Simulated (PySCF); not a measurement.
A calculated (wB97X-V, PySCF 2.14, x2c-QZVPPall with one added diffuse shell each of s, p, d, f type, the spin-free X2C one-electron Hamiltonian (Gaussian nucleus)) atom or ion has these occupied shells.

```tsv
shell	electrons	orbital energy (eV)	rms radius, mean of both spins (bohr)
1s α	1	-33000.8	0.0311
1s β	1	-33000.6	0.0311
2s α	1	-5129.0	0.127
2s β	1	-5128.9	0.127
2p α	3	-4606.8	0.113
2p β	3	-4606.7	0.113
3s α	1	-1054.5	0.335
3s β	1	-1054.4	0.335
3p α	3	-884.27	0.336
3p β	3	-884.15	0.336
3d α	5	-627.92	0.314
3d β	5	-627.83	0.314
4s α	1	-200.48	0.787
4s β	1	-200.18	0.787
4p α	3	-146.58	0.845
4p β	3	-146.33	0.845
4d α	5	-67.025	0.993
4d β	5	-66.687	0.993
5s α	1	-32.814	2.05
5p α	3	-20.246	2.45
5p β	2	-18.276	2.45
```

(1) Name the element and its charge.

## Answers

(1) I⁺ (iodine, charge +1), in [Kr] 4d10 5s1 5p5, high-spin 3P determinant (an excited configuration).
